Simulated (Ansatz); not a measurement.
Abridged output of a molecular run in Ansatz:

```
Functional definition: HF
1173 factors; integrals over basis functions are off by at most 7.2e-4 eV
mean field evaluation 1: about -13269.9231 eV, gradient 3.9e1 eV
mean field evaluation 2: about -13269.9302 eV, gradient 3.9e1 eV
mean field evaluation 4: about -13275.2875 eV, gradient 2.5e0 eV
mean field evaluation 8: about -13275.3981 eV, gradient 2.2e-1 eV
mean field -13275.39906547 eV, -487.8619172674 hartree, gradient 4.0e-6 eV, S^2 0.761859; 0 other end points of the search recorded, 0 dependent functions left out
7 core orbitals not correlated: weight in the atoms' cores, before any rotation towards them, 1.000 or more for the frozen orbitals, at most 0.000 for the correlated occupied ones
reference -13275.39906547 eV, -487.8619172674 hartree; 18, 17 occupied and 132, 133 virtual orbitals, 1173 factors
second order -28.41248408 eV of doubles, -0.00000000 eV of singles
cycle   1  -27.37105076 eV  change     1.0e0 eV  update   1.4e-1
cycle   2  -28.01725004 eV  change   -6.5e-1 eV  update   4.6e-2
cycle   3  -28.18451572 eV  change   -1.7e-1 eV  update   2.6e-2
cycle   4  -28.17793177 eV  change    6.6e-3 eV  update   9.4e-3
cycle   5  -28.16868046 eV  change    9.3e-3 eV  update   4.7e-3
cycle   6  -28.17132345 eV  change   -2.6e-3 eV  update   2.2e-3
cycle   7  -28.17268769 eV  change   -1.4e-3 eV  update   1.1e-3
cycle   8  -28.17249396 eV  change    1.9e-4 eV  update   5.4e-4
cycle   9  -28.17251161 eV  change   -1.8e-5 eV  update   2.8e-4
cycle  10  -28.17255209 eV  change   -4.0e-5 eV  update   1.5e-4
cycle  11  -28.17242590 eV  change    1.3e-4 eV  update   7.2e-5
cycle  12  -28.17253539 eV  change   -1.1e-4 eV  update   4.0e-5
cycle  13  -28.17250723 eV  change    2.8e-5 eV  update   1.7e-5
perturbative correction -0.89729723 eV, -0.0329750650 hartree
Total energy: -13304.46886993 eV, -488.9302128771 hartree
Checks for a lower state left out: cluster_reference
```

Its atoms:

```xyz
5

O     0.5040   -0.7869   -1.0119
Sn    0.2481    0.6941    0.2452
F    -0.4667   -0.0747    1.8550
F    -1.1763    1.7297   -0.4989
H     0.8908   -1.5621   -0.5894
```

(1) Which basis set was used?
A. def2-TZVPPD
B. def2-QZVPP
C. def2-SVPD
D. def2-TZVPP

(2) Write the keys of the input that set method, charge and spin (a neutral closed shell needs none for the last two).

Results:

(1) D. It gives 157 functions.

(2) 
```yaml
magnetization: {spin_polarized: true, initial_magnetization: 1}
correlation: {method: ccsd_t}
scf: {omitted_lower_state_checks: [cluster_reference]}
```
